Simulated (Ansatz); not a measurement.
Al9P9H24⁺, a nanocrystal cut from wurtzite AlP (hydrogen-capped). Total charge 1; doublet. Geometry PBE-D4/def2-SVP, that of the neutral singlet; atoms count from 1.

```
atom    x (Å)    y (Å)    z (Å)
 Al1  -1.3156   3.5060  -3.0508
  P2  -1.8277   1.2455  -3.9210
  P3  -0.3519   2.7417  -0.9658
 Al4  -1.9626   1.7157   0.4713
 Al5  -1.3271  -0.7833  -2.7100
  P6  -2.3363  -0.4484  -0.5629
  P7  -0.8932   1.1608   2.5355
 Al8  -2.4338   0.2489   4.1650
 Al9  -1.8677  -2.3659   0.7950
 P10  -2.8815  -1.8465   2.9247
Al11   1.7065   1.5691  -1.2823
 P12   0.9951  -0.5811  -2.1562
 P13   2.6051   1.0208   0.8636
Al14   1.1391  -0.0889   2.3905
Al15   1.6333  -2.5054  -0.8794
 P16   0.4808  -2.0870   1.1791
Al17   4.7760  -0.0410   0.7218
 P18   3.9572  -2.1181  -0.3481
 H19  -2.7362   4.2048  -2.8017
 H20  -0.1838   4.0945  -4.0209
 H21  -3.2081   1.1546  -4.2866
 H22  -1.2640   1.0757  -5.2250
 H23   0.0289   3.9357  -0.2688
 H24  -3.3339   2.5198   0.6220
 H25  -1.7471  -2.1185  -3.4777
 H26  -3.7448  -0.5270  -0.8158
 H27  -0.4875   2.4277   3.0712
 H28  -3.8173   1.0577   4.1576
 H29  -1.6606  -0.1948   5.4967
 H30  -2.3129  -3.7745   0.1899
 H31  -4.2895  -2.0265   2.7452
 H32  -2.6401  -2.9811   3.7624
 H33   2.7346   2.2771  -2.2779
 H34   1.6749  -0.7430  -3.4075
 H35   2.8500   2.2942   1.4760
 H36   1.7958  -0.4652   3.7965
 H37   1.3500  -3.9205  -1.5617
 H38   0.8378  -3.1928   2.0179
 H39   5.6935   0.6783  -0.3778
 H40   5.2927  -0.4797   2.1740
 H41   4.6843  -2.3767  -1.5529
 H42   4.3879  -3.2626   0.3948
```

Single mean-field runs in def2-TZVP are fitted with def2-universal-jkfit.

Problem. Estimate the Mulliken populations of the heavy atoms from the PBE0/def2-TZVP orbitals of Ansatz.

Solution. 
```json
{"atom": "Al1", "charge (e)": "0.25", "spin (α − β)": "0.00"}
{"atom": "P2", "charge (e)": "-0.25", "spin (α − β)": "0.00"}
{"atom": "P3", "charge (e)": "-0.31", "spin (α − β)": "0.12"}
{"atom": "Al4", "charge (e)": "0.31", "spin (α − β)": "0.01"}
{"atom": "Al5", "charge (e)": "0.30", "spin (α − β)": "0.01"}
{"atom": "P6", "charge (e)": "-0.35", "spin (α − β)": "0.01"}
{"atom": "P7", "charge (e)": "-0.28", "spin (α − β)": "0.19"}
{"atom": "Al8", "charge (e)": "0.25", "spin (α − β)": "0.04"}
{"atom": "Al9", "charge (e)": "0.30", "spin (α − β)": "0.01"}
{"atom": "P10", "charge (e)": "-0.24", "spin (α − β)": "0.02"}
{"atom": "Al11", "charge (e)": "0.31", "spin (α − β)": "0.01"}
{"atom": "P12", "charge (e)": "-0.35", "spin (α − β)": "0.01"}
{"atom": "P13", "charge (e)": "-0.28", "spin (α − β)": "0.19"}
{"atom": "Al14", "charge (e)": "0.30", "spin (α − β)": "0.01"}
{"atom": "Al15", "charge (e)": "0.30", "spin (α − β)": "0.01"}
{"atom": "P16", "charge (e)": "-0.34", "spin (α − β)": "0.03"}
{"atom": "Al17", "charge (e)": "0.25", "spin (α − β)": "0.04"}
{"atom": "P18", "charge (e)": "-0.24", "spin (α − β)": "0.02"}
```
Mulliken values and Mayer orders depend strongly on the basis.

Problem. Where does the spin sit?

Solution. Summed by element: Al 0.14, P 0.61, H 0.25, of 1 unpaired in all. Largest on single atoms: P13 0.19, P7 0.19, P3 0.12.

Problem. And the Mayer bond orders between bonded heavy atoms (over 0.3)?

Solution. Al1–P2 0.65 (2.48 Å); Al1–P3 0.71 (2.42 Å); P2–Al5 0.79 (2.42 Å); P3–Al4 0.76 (2.39 Å); P3–Al11 0.76 (2.39 Å); Al4–P6 0.76 (2.43 Å); Al4–P7 0.79 (2.39 Å); Al5–P6 0.76 (2.40 Å); Al5–P12 0.76 (2.40 Å); P6–Al9 0.79 (2.40 Å); P7–Al8 0.65 (2.42 Å); P7–Al14 0.76 (2.39 Å); Al8–P10 0.66 (2.48 Å); Al9–P10 0.77 (2.42 Å); Al9–P16 0.76 (2.40 Å); Al11–P12 0.76 (2.43 Å); Al11–P13 0.79 (2.39 Å); P12–Al15 0.79 (2.40 Å); P13–Al14 0.76 (2.39 Å); P13–Al17 0.65 (2.42 Å); Al14–P16 0.77 (2.43 Å); Al15–P16 0.76 (2.40 Å); Al15–P18 0.77 (2.42 Å); Al17–P18 0.66 (2.48 Å).
